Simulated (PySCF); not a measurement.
C4H4OSe. Atoms are numbered in the order given.

```xyz
10

Se     1.5246     0.1079    -0.4259
C     -0.3066    -0.0005     0.1061
C     -1.2853     1.0554     0.1750
C     -2.4666     0.4472     0.5204
O     -2.2909    -0.9012     0.6564
C     -0.9795    -1.1655     0.4078
H      1.9869     0.7969     0.8108
H     -1.1170     2.1208    -0.0141
H     -3.4828     0.8148     0.6965
H     -0.6658    -2.2116     0.4791
```

Geometry optimised at PBE-D3(BJ)/def2-SVP. Other conformers were not sampled.

All values below come from PBE/pcSseg-1 in PySCF.

GIAO shieldings, no solvent; atoms alike by connectivity are averaged. δ = σ(ref) − σ: ⁷⁷Se against Me2Se (σ = 1634.8 ppm); ¹³C against TMS (σ = 182.0 ppm); ¹⁷O against H2O (σ = 334.3 ppm); ¹H against TMS (σ = 31.49 ppm), references at their B3LYP-D3(BJ)/def2-TZVP geometries, non-relativistic.

| nucleus | atoms | count | δ (ppm) |
|---|---|---|---|
| ⁷⁷Se | Se1 | 1 | -131.6 |
| ¹³C | C6 | 1 | 154.1 |
| ¹³C | C4 | 1 | 150.0 |
| ¹³C | C3 | 1 | 126.5 |
| ¹³C | C2 | 1 | 118.2 |
| ¹⁷O | O5 | 1 | 333.4 |
| ¹H | H10 | 1 | 7.89 |
| ¹H | H9 | 1 | 7.88 |
| ¹H | H8 | 1 | 7.00 |
| ¹H | H7 | 1 | 3.56 |
